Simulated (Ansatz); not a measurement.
Ansatz (a program for electronic structure) input (B3LYP/def2-SVP):

Ansatz 0.2 input:
```yaml
crystal:
  periodic: [false, false, false]
  atoms:
    - {symbol: La, position_ang: [0.00000000, -0.00000000, 0.00000000]}
    - {symbol: Br, position_ang: [-2.26074400, -1.74308600, -0.35771000]}
    - {symbol: Br, position_ang: [-0.02578900, 2.64161000, -1.13951700]}
    - {symbol: Br, position_ang: [2.28653300, -0.89852400, 1.49722700]}
basis:
  gaussian:
    orbitals: def2-SVP
hamiltonian:
  xc: {name: B3LYP}
total_charge: -1
magnetization: {spin_polarized: true, initial_magnetization: 1}
output: {forces: true}
```

Output:

```
Functional definition: B3LYP
integrals: 0.09 GiB planned
1220 factors; integrals over basis functions are off by at most 8.2e-4 eV
mean field: 1.77 GiB planned
mean field evaluation 1: about -210984.2782 eV, gradient 1.0e1 eV
mean field evaluation 2: about -210984.4496 eV, gradient 5.8e0 eV
mean field evaluation 4: about -210984.5411 eV, gradient 5.1e-1 eV
mean field evaluation 8: about -210984.5521 eV, gradient 2.2e-2 eV
mean field evaluation 16: about -210984.5521 eV, gradient 3.3e-5 eV
mean field -210984.55208795 eV, -7753.5392787662 hartree, gradient 1.0e-5 eV, S^2 0.750875; 1 other end points of the search recorded, 0 dependent functions left out
the calculation of the forces begins
reference -210984.55237960 eV, -7753.5392894843 hartree; 59, 58 occupied and 69, 70 virtual orbitals, 1220 factors
Total energy: -210984.55237960 eV, -7753.5392894843 hartree
Atom 0 at     0.000000    -0.000000     0.000000 Å, force    -0.000013    -0.000010    -0.000002 eV/Å
Atom 1 at    -2.260744    -1.743086    -0.357710 Å, force     0.044064     0.033974     0.006972 eV/Å
Atom 2 at    -0.025789     2.641610    -1.139517 Å, force     0.000512    -0.051486     0.022214 eV/Å
Atom 3 at     2.286533    -0.898524     1.497227 Å, force    -0.044562     0.017522    -0.029184 eV/Å
Dipole moment:     0.000000     0.000000     0.000000 e Å
```

The dipole moment of an ion depends on the origin.

The geometry given is a B3LYP-D3(BJ)/def2-TZVP minimum.
